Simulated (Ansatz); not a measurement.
Reaction (ligand exchange at the Si–O bond): `O[Si](F)(Cl)O[SiH3]` + `BNCC` → `BN([SiH3])CC` + `O[Si](O)(F)Cl`

Program: Ansatz. Geometries: PBE0-D4/def2-TZVP. ΔE: electronic, gas phase. CBS: MP2 limit from def2 TZ/QZ plus the TZ coupled-cluster correction, frozen cores. This one scheme is used for every species. Each species was taken in one conformer, which may not be the lowest.

| species | CCSD(T)/CBS(def2) energy (Eh) |
| --- | --- |
| `O[Si](F)(Cl)O[SiH3]` | -1290.76029 |
| `BNCC` | -160.44809 |
| `BN([SiH3])CC` | -450.74134 |
| `O[Si](O)(F)Cl` | -1000.44093 |

Problem. Work out ΔE.

Solution. ΔE = (-450.74134) + (-1000.44093) − (-1290.76029) − (-160.44809) = 0.02611 Eh = +16.4 kcal/mol.

Largest T1 diagnostic among the species: 0.012.

The D4 term adds −1.2 kcal/mol with B3LYP and −0.6 kcal/mol with PBE0; it sums over pairs of atoms, weighted by their polarisabilities, and B3LYP, whose exchange is more repulsive, gets the larger term. In def2-TZVPP, CCSD(T) changes the Hartree–Fock value by −5.1 kcal/mol (the triples alone add −0.8 kcal/mol) and MP2 by −5.5 kcal/mol.

B3LYP here is the variant with VWN-RPA as its local correlation; programs differ in this.
